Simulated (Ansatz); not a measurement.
Geometry optimisation, RKS B3LYP-D4/def2-SVP in Ansatz.

Input:

```yaml
crystal:
  periodic: [false, false, false]
  atoms:
    - { symbol: "N", position_ang: [0.7274, 0.947, 1.3853] }
    - { symbol: B, position_ang: [0.2343, 0.0412, 0.2643] }
    - { symbol: Ge, position_ang: [-1.6995, 0.0827, -0.4297] }
    - { symbol: C, position_ang: [1.3431, -0.9873, -0.3507] }
    - { symbol: F, position_ang: [1.4257, -0.7634, -1.7164] }
    - { symbol: H, position_ang: [1.74064, 0.71422, 1.5633] }
    - { symbol: H, position_ang: [0.26251, 0.57144, 2.29371] }
    - { symbol: H, position_ang: [-2.5975, -0.206, 0.748] }
    - { symbol: H, position_ang: [-1.9725, 1.5021, -0.9527] }
    - { symbol: H, position_ang: [-1.8353, -0.9871, -1.5012] }
    - { symbol: H, position_ang: [2.2424, -0.8986, 0.1785] }
    - { symbol: H, position_ang: [0.9041, -2.02, -0.1813] }
basis:
  gaussian: { orbitals: def2-SVP }
hamiltonian:
  xc: b3lyp
  dispersion: d4
relax:
  f_tol: 0.015
  max_steps: 40
```

Run as:

```bash
$ ansatz run input.yaml --threads 2 --pin off --max-ram 3072MiB --backend cpu --events-out ev --progress --plain --runs-dir out
```

Where does it end, and by what steps?

The forces met the threshold. After 23 steps the energy has fallen by 1.345 eV; H11 moved furthest, 0.97 Å.

```tsv
step	energy less start (eV)	largest force component (eV/Å)	accepted
0	0.0000	3.931	yes
1	-0.6116	2.605	yes
2	-0.9315	2.992	yes
3	-1.1106	1.709	yes
4	-1.1987	1.373	yes
5	-1.2464	0.828	yes
6	-1.2904	0.406	yes
7	-1.3134	0.287	yes
8	-1.3213	0.276	yes
9	-1.3279	0.267	yes
10	-1.3347	0.169	yes
11	-1.3393	0.104	yes
12	-1.3372	0.245	no
13	-1.3416	0.023	yes
14	-1.3431	0.052	yes
15	-1.3438	0.059	yes
16	-1.3443	0.028	yes
17	-1.3444	0.052	yes
18	-1.3445	0.067	yes
19	-1.3446	0.042	yes
20	-1.3447	0.038	yes
21	-1.3447	0.028	yes
22	-1.3448	0.018	yes
23	-1.3448	0.012	yes
```

```xyz
12
Properties=species:S:1:pos:R:3
N 0.596 0.261 1.699
B 0.308 -0.122 0.393
Ge -1.594 0.140 -0.400
C 1.415 -0.798 -0.520
F 0.994 -0.920 -1.844
H 1.510 0.159 2.132
H -0.092 0.672 2.320
H -2.566 0.732 0.658
H -1.601 1.106 -1.605
H -2.212 -1.192 -0.881
H 2.365 -0.229 -0.512
H 1.653 -1.812 -0.140
```

Whether the end is a true minimum wasn't checked by a vibrational analysis.

The run took 92 s on 2 threads of Intel(R) Xeon(R) Platinum 8488C (Sapphire Rapids) (shared host), peak memory 0.33 GiB.
